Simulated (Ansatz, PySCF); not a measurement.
System: Si$_{2}$H$_{3}$, charge 0, doublet. Si2H3 (SMILES [SiH][SiH2], doublet).
B3LYP-D3(BJ)/def2-TZVP minimum from Ansatz (a first-principles code):
```xyz
5

Si     1.1161    -0.5408    -0.0117
Si    -0.9794     0.3817     0.0185
H      1.6917     0.8646     0.1007
H     -1.3798     1.7919    -0.2380
H     -2.2258    -0.4283     0.0422
```
Charge 0, spin multiplicity 2.

Atomisation energy term by term, kcal/mol (programs: Ansatz). Radicals and triplets start from unrestricted determinants; spin-orbit coupling is neglected. Cores are frozen in correlated methods. Rows without X2C or -DK are non-relativistic. CBS(X,Y): correlation extrapolated as X^-3, Hartree-Fock from the larger set. A bracket is a step between two methods taken in the basis named. '+ core + X2C': CCSD(T) terms for core correlation (cc-pwCVTZ, 1s frozen past Ne) and scalar relativity (cc-pVTZ-DK). For partners of very few electrons the exact lower level stands in for a higher one. The UHF reference of H3Si2 ([SiH][SiH2], doublet) is spin-contaminated (<S^2> up to 0.19 over the pure value in the sets run).

```csv
term,basis,kcal/mol
Hartree-Fock,cc-pV(Q+d)Z,210.60
CCSD correlation,"CBS(cc-pV(T+d)Z,cc-pV(Q+d)Z)",72.77
(T),"CBS(cc-pV(T+d)Z,cc-pV(Q+d)Z)",4.09
CCSDT(Q) - CCSD(T),cc-pV(T+d)Z,0.61
core correlation,cc-pwCVTZ,-0.09
scalar relativity,"X2C, cc-pVTZ-DK",-0.69
minus zero-point energy,Hessian by PySCF at B3LYP-D3(BJ)/def2-TZVP,-13.50
sum: D0,,273.8
```

The step beyond CCSD(T) by other levels: CCSDT(Q) in cc-pV(D+d)Z 0.76 kcal/mol.
